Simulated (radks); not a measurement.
Results of a calculation; reference values are marked as such.
The mean radii <r> (bohr) of the occupied orbitals of an atom or ion are listed with their occupations. Code: a radial shooting solver on a logarithmic mesh with Libxc functionals. Model: scalar-relativistic Kohn-Sham, PBEsol, spin-polarised, spherical densities, finite nucleus; Fermi nuclear charge, rms radius of each element as measured or else 0.836 A^(1/3) + 0.57 fm.

orbital  occ.     <r>
1s up       1  0.4212
1s down     1  0.4210
2s up       1   2.282
3p up       1   8.564

Name the element and its charge. Open shells, if any, are filled with parallel spins first.

Answer. Z = 4, beryllium, charge 0: Be in [He] 2s1 3p1. The 1s radius gives Z: for a bare nucleus <r> = (2 gamma + 1)/(2Z) with gamma = sqrt(1 - (Z/c)^2), 0.3749 bohr for Z = 4, and screening makes it slightly larger (0.4212 here). The occupations add up to 4, and the charge is Z minus that.
